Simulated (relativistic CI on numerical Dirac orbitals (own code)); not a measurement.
**Tc3+: 4p photoemission**

Computed with this model: Dirac-Coulomb-Breit CI, orbitals from a KLI potential per configuration, QED by a radiative potential, valence Slater integrals scaled by 0.7, multiplet model of photoemission in the sudden approximation; configurations [Kr] 4d4 → [Ar] 3d10 4s2 4p5 4d4; 80 K; Lorentzian 1.2 eV and Gaussian 0.6 eV FWHM. Energies are those of the free ion, without screening or charge transfer. The energies are binding energies and can lie tens of eV above those of solids. S is read from ⟨S²⟩ = S(S + 1).

Field parameters in Wybourne normalisation: Oh B⁴₀ = 21Dq, B⁴₄ = √(5/14) B⁴₀. The field is a parameter set, without covalency.

Peaks in eV (height, largest 100): 80.0 (100), 81.6 (75), 91.0 (21), 94.8 (34).

(1) Which surroundings give this spectrum?
A. free ion
B. Oh, 10Dq = 6000 cm⁻¹
C. Oh, 10Dq = 27050 cm⁻¹
D. Oh, 10Dq = 16500 cm⁻¹

Results:

(1) B. Oh, 10Dq = 6000 cm⁻¹, where the ground state has S = 1.97.
